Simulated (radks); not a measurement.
Values are calculated unless marked as measured or tabulated.
Initial-state core-level shifts of neutral tellurium when its valence configuration changes from [Kr] 4d10 5s2 5p4. Code: a radial shooting solver on a logarithmic mesh with Libxc functionals. Model: scalar-relativistic Kohn-Sham, PBE, spin-polarised, spherical densities, point nucleus; open shells are filled with parallel spins first (spin-orbit coupling, left out, can overturn this in heavy ions). Shifts are changes of the shell-averaged eigenvalues in eV (positive: less bound).

valence                2s       2p       3d      4s
4d10 5s1 5p5       -1.444   -1.439   -1.462  -1.448
4d9 5s2 5p5        -9.321   -9.295   -8.959  -7.421
4d10 5s1.5 5p4.5   -0.726   -0.724   -0.735  -0.728
4d9.5 5s2 5p4.5    -4.634   -4.622   -4.462  -3.723
4d9.5 5s1 5p5.5    -6.037   -6.019   -5.882  -5.122
4d9 5s1 5p6       -10.688  -10.656  -10.343  -8.777
4d10 5s0.5 5p5.5   -2.188   -2.181   -2.213  -2.187
